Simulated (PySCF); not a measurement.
N,N-dimethyl-1-methylsilylmethanamine (C4H13NSi), SMILES C[SiH2]CN(C)C. Atoms are numbered in the order given.

```xyz
19

C      2.9614    -0.3493     0.1926
Si     1.3658     0.5754    -0.1783
C     -0.0985    -0.5715     0.2043
N     -1.3872    -0.1470    -0.2931
C     -2.3886    -1.1740    -0.1659
C     -1.8281     1.1101     0.2517
H      2.9918    -0.6715     1.2452
H      3.8385     0.2900     0.0103
H      3.0561    -1.2444    -0.4416
H      1.3180     1.8195     0.6553
H      1.3176     0.9859    -1.6167
H     -0.1068    -0.7786     1.3046
H      0.1599    -1.5355    -0.2703
H     -2.6111    -1.4433     0.8932
H     -3.3304    -0.8460    -0.6332
H     -2.0598    -2.0903    -0.6803
H     -2.7837     1.4053    -0.2083
H     -1.9782     1.0852     1.3567
H     -1.0988     1.9063     0.0359
```

Coordinates come from a PBE0-D3(BJ)/def2-SVP optimisation. The values are those of a single conformer.

Method: PBE0/pcSseg-1 (PySCF).

GIAO shieldings, no solvent; atoms listed in one row are averaged. δ = σ(ref) − σ: ¹³C against TMS (σ = 186.3 ppm); ²⁹Si against TMS (σ = 352.7 ppm); ¹⁵N against NH3 (σ = 267.4 ppm); ¹H against TMS (σ = 31.56 ppm), references at their B3LYP-D3(BJ)/def2-TZVP geometries, non-relativistic.

```tsv
nucleus	atoms	count	δ (ppm)
¹³C	C5	1	52.5
¹³C	C3	1	47.9
¹³C	C6	1	47.8
¹³C	C1	1	-6.6
²⁹Si	Si2	1	-38.4
¹⁵N	N4	1	33.7
¹H	H10, H11	2	4.47
¹H	H14, H15, H16, H17, H18, H19	6	2.36
¹H	H13	1	2.18
¹H	H12	1	1.83
¹H	H7, H8, H9	3	0.39
```
